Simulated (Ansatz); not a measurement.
Energy landscape of H3Ga, singlet: umbrella (inversion) coordinate, bond length relaxed. Scanned: angle between the Ga-H bonds and the threefold axis (90 = planar). Other coordinates (Ga-H bond length) were minimised at B3LYP/def2-TZVP.

Method: CCSD(T) on RHF/aug-cc-pVQZ, cores with 3d frozen run with Ansatz (a quantum-chemistry and plane-wave program).

Scanned values (°): 90, 93.90, 96.90, 99.90, 102.90, 105.90, 108.90, 111.90, 114.90, 117.90, 120.90, 123.90, 126.90, 129.90, 132.

Task: Locate the minima and the barriers on this grid.

Result: Lower than their neighbours: 90° (0.0 mEh, end of the scan). Higher than their neighbours: 132° (134.5 mEh, end of the scan). The whole profile spans 134.5 mEh.
